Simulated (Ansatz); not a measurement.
Computed with Ansatz.

`P[SiH]1CC1` at its PBE0-D4/def2-TZVP geometry, where that method's forces vanish. Charge 0, multiplicity 1.

```csv
atom,x (Å),y (Å),z (Å)
P1,1.0302,-0.6925,-1.9004
Si2,-0.3045,-0.5287,-0.1210
C3,0.3643,0.4013,1.3354
C4,-0.6594,1.1819,0.4964
H5,-0.0140,-1.0059,-2.8117
H6,1.3648,-2.0558,-1.6803
H7,-1.3177,-1.5773,0.1390
H8,1.3873,0.7611,1.3075
H9,0.0484,0.1058,2.3306
H10,-1.6189,1.3771,0.9640
H11,-0.2806,2.0331,-0.0595
```

**Question.** For each bond, give half the difference of the two atoms' forces along it (eV/Å; positive pushes the atoms apart) under PBE-D4, r2SCAN-D4, B3LYP-D4, ωB97M-V in def2-TZVPP. (Estimate.)

**Answer.** The calculation gave: 
```
  bond  length (Å)  PBE-D4  r2SCAN-D4  B3LYP-D4  ωB97M-V
P1–Si2       2.230   -0.03      -0.01      0.11     0.08
 P1–H5       1.421    0.21       0.01     -0.05    -0.12
 P1–H6       1.421    0.22       0.01     -0.05    -0.12
Si2–C3       1.853    0.22       0.11      0.15     0.04
Si2–C4       1.853    0.22       0.11      0.15     0.04
Si2–H7       1.481    0.01      -0.03     -0.15    -0.15
 C3–C4       1.537    0.07       0.15      0.27     0.24
 C3–H8       1.085    0.07      -0.05     -0.11    -0.09
 C3–H9       1.085    0.07      -0.06     -0.11    -0.10
C4–H10       1.085    0.07      -0.06     -0.11    -0.10
C4–H11       1.085    0.07      -0.05     -0.11    -0.09
```

B3LYP here is the variant with VWN-RPA as its local correlation; programs differ in this.
